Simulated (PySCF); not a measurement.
# Tb (terbium, neutral): UHF calculation

Configuration: [Xe] 4f8 5d1 6s2, one real determinant (an excited configuration). Calculation: PySCF 2.14, in cc-pVDZ-X2C; the spin-free X2C one-electron Hamiltonian (Gaussian nucleus).

```
Total energy                                                  : -11704.209425 hartree
One-electron energy                                           : -16012.4580 hartree
Hartree (Coulomb) energy                                      : 4563.9438 hartree
Exchange energy                                               : -255.6952 hartree
⟨S²⟩                                                          : 15.7631
⟨L²⟩                                                          : 18.084
Sum of ⟨r⟩                                                    : 45.00 bohr
Sum of ⟨r²⟩                                                   : 84.55 bohr²
Traceless quadrupole moment −½Σ⟨3z² − r²⟩ along its main axis : -0.604 e·bohr²
Langevin diamagnetic susceptibility                           : -67.0 ×10⁻⁶ cm³/mol
```

| shell | electrons | mean orbital energy (hartree) | spread (hartree) | rms radius, mean of both spins (bohr) |
| --- | --- | --- | --- | --- |
| 1s α | 1 | -1920.41215 | 0 | 0.0245 |
| 1s β | 1 | -1920.41050 | 0 | 0.0245 |
| 2s α | 1 | -323.05265 | 0 | 0.0989 |
| 2s β | 1 | -323.04289 | 0 | 0.0989 |
| 2p α | 3 | -287.36355 | 0.01212 | 0.0890 |
| 2p β | 3 | -287.35475 | 0.00873 | 0.0890 |
| 3s α | 1 | -73.85881 | 0 | 0.255 |
| 3s β | 1 | -73.70266 | 0 | 0.255 |
| 3p α | 3 | -62.59108 | 0.06619 | 0.255 |
| 3p β | 3 | -62.41516 | 0.03220 | 0.255 |
| 3d α | 5 | -47.62956 | 0.05711 | 0.234 |
| 3d β | 5 | -47.43793 | 0.00956 | 0.234 |
| 4s α | 1 | -15.92432 | 0 | 0.575 |
| 4s β | 1 | -15.52296 | 0 | 0.575 |
| 4p α | 3 | -12.11823 | 0.10917 | 0.610 |
| 4p β | 3 | -11.67571 | 0.02150 | 0.610 |
| 4d α | 5 | -6.75960 | 0.10185 | 0.672 |
| 4d β | 5 | -6.18573 | 0.07256 | 0.672 |
| 5s α | 1 | -2.37962 | 0 | 1.41 |
| 5s β | 1 | -2.21721 | 0 | 1.41 |
| 5p α | 3 | -1.34218 | 0.07054 | 1.65 |
| 5p β | 3 | -1.19838 | 0.00750 | 1.65 |
| 4f α | 7 | -0.85303 | 0.11217 | 0.912 |
| 4f β | 1 | -0.57143 | 0 | 0.912 |
| 5d α | 1 | -0.25342 | 0 | 2.80 |
| 6s α | 1 | -0.21132 | 0 | 4.54 |
| 6s β | 1 | -0.18853 | 0 | 4.54 |

⟨L²⟩ = 18.08 against 30 for a pure H term, so this real determinant mixes terms. Spin-orbit coupling, absent here, splits the open shell strongly.

Densities and radii are taken from the X2C orbitals without a picture-change correction, which distorts them close to the nucleus.

Spin-orbit constants ζ (cm⁻¹) from the X2C one-electron operator on these orbitals: bare nucleus, nucleus screened by l(l+1)(2l+1)/3 electrons, and screened by the Breit-Pauli mean field of the electrons.

```
shell     bare  screened nucleus  mean field
   2p  3861000           3742000         n/a
   3p   804900            780100         n/a
   3d   125800            106500         n/a
   4p   176500            171100         n/a
   4d    23320             19730         n/a
   4f     3438              1957         n/a
   5p    23100             22390         n/a
   5d     1234              1044         n/a
```

To first order the Landé constant is A = -108.1 cm⁻¹, so the lowest level has J = 17/2 and lies 0.234 eV below the centre of the term. This holds in LS coupling only.
